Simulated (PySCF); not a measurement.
A structure optimised at PBE-D3(BJ)/def2-SVP, used in a PySCF frequency run:

```
In
F 1 1.9758
N 1 2.0521 2 118.59
H 3 1.0297 1 110.98 2 155.04
H 3 1.0301 4 107.26 1 120.95
Br 1 2.4881 2 115.10 3 -170.51
```

Question: Write its SMILES and formula.

Answer: [NH2][In]([F])[Br], BrFH₂InN

Question: What are its rotational constants (standard atomic weights)?

Answer: 4.6781, 1.2096, 0.96360 GHz
